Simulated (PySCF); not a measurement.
# Radial density of Ga²⁺ (gallium, charge +2)

LDA, [Ar] 3d10 4s1, 2S determinant. All numbers are calculated (PySCF 2.14, scalar relativity by spin-free X2C-1e, in cc-pVDZ-DK).

| r (bohr) | 4πr²ρ (e/bohr) | 4πr²(ρα − ρβ) |
| --- | --- | --- |
| 0.000650 | 0.1822 | 0.0001 |
| 0.00109 | 0.4720 | 0.0002 |
| 0.00184 | 1.143 | 0.0006 |
| 0.00309 | 2.725 | 0.0014 |
| 0.00521 | 6.238 | 0.0031 |
| 0.00876 | 13.20 | 0.0065 |
| 0.0147 | 24.33 | 0.0115 |
| 0.0248 | 35.62 | 0.0143 |
| 0.0417 | 36.74 | 0.0071 |
| 0.0701 | 30.28 | 0.0001 |
| 0.118 | 39.52 | 0.0306 |
| 0.198 | 38.74 | 0.0174 |
| 0.334 | 20.87 | 0.0156 |
| 0.561 | 26.79 | 0.0719 |
| 0.944 | 12.39 | 0.0315 |
| 1.59 | 2.193 | 0.5613 |
| 2.67 | 0.4162 | 0.3418 |
| 4.49 | 0.01039 | 0.0094 |
| 7.55 | 1.061e-05 | 0.0000 |

Densities and radii are taken from the X2C orbitals without a picture-change correction, which distorts them close to the nucleus.
